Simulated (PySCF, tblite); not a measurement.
Species: C4H10N2OSi.
SMILES with atom numbers: `[CH2:1]=[N:2][SiH2:3][N:4]([CH3:5])[C:6]([CH3:7])=[O:8]` (hydrogens: H9, H10 on C1; H11, H12 on Si3; H13, H14, H15 on C5; H16, H17, H18 on C7)

Structure used (GFN2-xTB), in Å, numbered top down from 1:
```
atom  x, y, z in Å
C1     2.915   -1.282    0.469
N2     2.135   -0.309    0.490
Si3    1.412    0.665   -0.729
N4    -0.329    0.589   -0.427
C5    -1.175    1.640    0.065
C6    -0.777   -0.626   -0.763
C7    -2.236   -0.951   -0.604
O8     0.044   -1.428   -1.194
H9     3.210   -1.743    1.409
H10    3.341   -1.721   -0.434
H11    1.638    0.477   -2.156
H12    1.768    2.018   -0.295
H13   -0.563    2.518    0.248
H14   -1.948    1.898   -0.664
H15   -1.662    1.352    1.000
H16   -2.841   -0.262   -1.190
H17   -2.526   -0.860    0.441
H18   -2.415   -1.968   -0.942
```

Level of theory: CAM-B3LYP/def2-SVPD in PySCF (dipole) on a GFN2-xTB geometry, gas phase.

Masses are those of the commonest isotopes; rigid-rotor values at the optimised geometry. The values belong to one conformer with, in the numbering `[CH2:1]=[N:2][SiH2:3][N:4]([CH3:5])[C:6]([CH3:7])=[O:8]`, C1–N2–Si3–N4 125°, N2–Si3–N4–C5 110°, Si3–N4–C6–C7 180°.

Q: What are A, B and C (MHz)?

A: Ia = 182.67, Ib = 393.49, Ic = 497.34 u·Å²; 505379 MHz·u·Å²/I gives A = 2767, B = 1284, C = 1016 MHz.

Q: What kind of rotor is it?

A: An asymmetric top. Ray's parameter κ = (2B − A − C)/(A − C) = -0.694; −1 is the prolate and +1 the oblate limit.

Q: What does the inertial defect say?

A: Not planar: Δ = Ic − Ia − Ib = -78.81 u·Å². For a rigid frame Δ = −2 Σ m c², so Σ m c² = 39.41 u·Å² lies off the ab plane: 11.14 from hydrogen and 28.26 from heavier atoms. The atom farthest from that plane is 2.00 Å away.

Q: Give the other two planar moments, Paa and Pbb, and the rms extents of the mass along the axes.

A: Paa = Σ m a² = (Ib + Ic − Ia)/2 = 354.08 and Pbb = Σ m b² = (Ia + Ic − Ib)/2 = 143.26 u·Å². With the mass M = 130.06 u, the rms extents √(P/M) along a, b and c are 1.65, 1.05, 0.55 Å.

Q: List the rotational levels J(Ka,Kc) to J = 4 (MHz).

A: Above 0(0,0):
J = 1: 1(0,1) 2301, 1(1,1) 3783, 1(1,0) 4051
J = 2: 2(0,2) 6868, 2(1,2) 8116, 2(1,1) 8920, 2(2,1) 13367, 2(2,0) 13400
J = 3: 3(0,3) 13640, 3(1,3) 14595, 3(1,2) 16202, 3(2,2) 20269, 3(2,1) 20431, 3(3,1) 28370, 3(3,0) 28373
J = 4: 4(0,4) 22537, 4(1,4) 23202, 4(1,3) 25866, 4(2,3) 29445, 4(2,2) 29913, 4(3,2) 37631, 4(3,1) 37649, 4(4,1) 48893, 4(4,0) 48893
Those of J = 1 are B + C, A + C and A + B.

Q: Which types of transition are allowed, and where do some lines up to J = 4 fall?

A: The dipole components are |μa| = 1.59 D, |μb| = 1.22 D, |μc| = 0.64 D. The squared components, which scale the intensities, stand as 1.00 : 0.59 : 0.16 (a : b : c). Some lines, for components of 0.1 D or more:

```csv
type,branch,"J(Ka,Kc)",MHz,lower level (cm⁻¹)
c,Q,"4(1,4) ← 4(0,4)",665,0.752
c,Q,"3(1,3) ← 3(0,3)",955,0.455
b,Q,"3(1,2) ← 3(0,3)",2562,0.455
b,R,"1(1,1) ← 0(0,0)",3783,0.000
b,Q,"4(2,2) ← 4(1,3)",4047,0.863
b,R,"3(0,3) ← 2(1,2)",5525,0.271
b,Q,"3(2,2) ← 3(1,3)",5673,0.487
b,Q,"4(2,3) ← 4(1,4)",6243,0.774
a,R,"3(2,1) ← 2(2,0)",7031,0.447
b,Q,"4(3,1) ← 4(2,2)",7737,0.998
c,Q,"3(3,1) ← 3(2,1)",7939,0.682
b,R,"4(0,4) ← 3(1,3)",7942,0.487
a,R,"4(1,4) ← 3(1,3)",8606,0.487
a,R,"4(3,2) ← 3(3,1)",9261,0.946
c,R,"2(2,0) ← 1(1,0)",9349,0.135
b,R,"4(1,4) ← 3(0,3)",9561,0.455
b,R,"2(2,0) ← 1(1,1)",9617,0.126
b,Q,"4(4,0) ← 4(3,1)",11244,1.256
c,R,"3(2,2) ← 2(1,2)",12153,0.271
c,R,"4(1,3) ← 3(0,3)",12225,0.455
b,R,"3(2,1) ← 2(1,2)",12316,0.271
c,R,"4(4,0) ← 3(3,0)",20521,0.946
```

Its GFN2-xTB frequencies are all real (lowest 57 cm⁻¹). Constants of a rigid frame at the computed geometry: no zero-point averaging, no centrifugal distortion. A rigid rotor knows nothing of internal rotation, which can split or shift real lines. Quadrupole hyperfine structure (14N) is left out.

Time: 3.0 min wall, 2.7 min CPU; peak memory 1.2 GiB. Hardware: an Intel Xeon at 2.50 GHz with one thread, shared host with 64 logical CPUs at a one-minute load of 57. This is the CAM-B3LYP/def2-SVPD job that gave the dipole, with the excitations it also computed.
